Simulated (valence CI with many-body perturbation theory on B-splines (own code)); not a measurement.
Level structure of Ce19+

Calculated by configuration interaction combined with many-body perturbation theory (CI+MBPT): three valence electrons over a frozen Dirac-Fock core [Kr], radial functions for each j: 7 s, 7 p, 8 d, 6 f, 4 g, 1 h, with the one-electron correlation potential Σ1, the two-electron term Σ2, the three-electron term Σ3, Breit, model QED; selected CI, second order for the rest, scaled by the run's own slope (own B-spline code, finite nucleus).

No measured spectrum was set against this ion. As an estimate, terms of the open shell hold to 2 to 4 % of their energy, and close levels can change places. The list stops below the first excitations out of the core.

Levels 1 to 19 of 19, with energies above the lowest level, 4d³ ⁴F_3/2. "Leading %" is the weight of the configuration and term that name the level; weights of strongly mixed levels are sums over their largest components and can fall short. In the jj column 3d3/2^4 stands for four electrons in 3d with j = 3/2. Lifetimes count E1, E2, E3, M1 and M2 decay at the calculated energies, and are blank where another channel may lead or the interval is too uncertain; long ones can be off by a factor of two.

| No. | Configuration | Term | J | E (eV) | Leading % | Lifetime | Leading jj | g |
| --- | --- | --- | --- | --- | --- | --- | --- | --- |
| 1 | 4d³ | ⁴F | 3/2 | 0.000 | 76 |  | 4d3/2^3 (81 %) | 0.525 |
| 2 | 4d³ | ⁴F | 5/2 | 2.609 | 93 | 3.07 ms | 4d3/2^2 4d5/2 (93 %) | 1.039 |
| 3 | 4d³ | ⁴F | 7/2 | 4.335 | 75 | 12.1 ms | 4d3/2^2 4d5/2 (67 %) | 1.160 |
| 4 | 4d³ | ⁴P | 3/2 | 4.829 | 47 | 2.43 ms | 4d3/2^2 4d5/2 (85 %) | 1.358 |
| 5 | 4d³ | ⁴F | 9/2 | 5.169 | 40 | 222 ms | 4d3/2^2 4d5/2 (81 %) | 1.156 |
| 6 | 4d³ | ⁴P | 1/2 | 5.650 | 70 | 8.58 ms | 4d3/2^2 4d5/2 (97 %) | 2.070 |
| 7 | 4d³ | ²G | 7/2 | 8.047 | 72 | 972 μs | 4d3/2 4d5/2^2 (76 %) | 0.981 |
| 8 | 4d³ | ²H | 9/2 | 8.445 | 53 | 1.66 ms | 4d3/2 4d5/2^2 (70 %) | 1.102 |
| 9 | 4d³ | ⁴P | 5/2 | 8.470 | 86 | 3.23 ms | 4d3/2 4d5/2^2 (52 %) | 1.534 |
| 10 | 4d³ | ²D | 3/2 | 9.755 | 45 | 532 μs | 4d3/2 4d5/2^2 (96 %) | 1.168 |
| 11 | 4d³ | ²P | 1/2 | 10.326 | 70 | 1.04 ms | 4d3/2 4d5/2^2 (97 %) | 1.264 |
| 12 | 4d³ | ²H | 11/2 | 10.879 | 100 | 3.34 ms | 4d3/2 4d5/2^2 (100 %) | 1.089 |
| 13 | 4d³ | ²D | 5/2 | 11.782 | 92 | 1.18 ms | 4d3/2 4d5/2^2 (67 %) | 1.199 |
| 14 | 4d³ | ²F | 5/2 | 12.807 | 81 | 1.74 ms | 4d3/2 4d5/2^2 (64 %) | 0.945 |
| 15 | 4d³ | ²G | 9/2 | 13.187 | 59 | 640 μs | 4d5/2^3 (86 %) | 1.091 |
| 16 | 4d³ | ²F | 7/2 | 13.299 | 92 | 1.83 ms | 4d3/2 4d5/2^2 (90 %) | 1.124 |
| 17 | 4d³ | ²P | 3/2 | 14.436 | 57 | 539 μs | 4d5/2^3 (77 %) | 1.190 |
| 18 | 4d³ | ²D | 3/2 | 19.191 | 97 | 499 μs | 4d3/2 4d5/2^2 (76 %) | 0.817 |
| 19 | 4d³ | ²D | 5/2 | 19.967 | 78 | 279 μs | 4d5/2^3 (75 %) | 1.162 |

Names give the largest LS component (configuration and term), which can be under half, so a name can repeat, a term be missing and a line seem to break the LS rules; names also repeat where a configuration has a term twice.

The ionisation energy to 4d² ³F2 of the next ion comes out as 544.24 eV (NIST: 543 ± 4 eV (theoretical)). All 19 levels together are meant to be complete up to 76.643 eV.
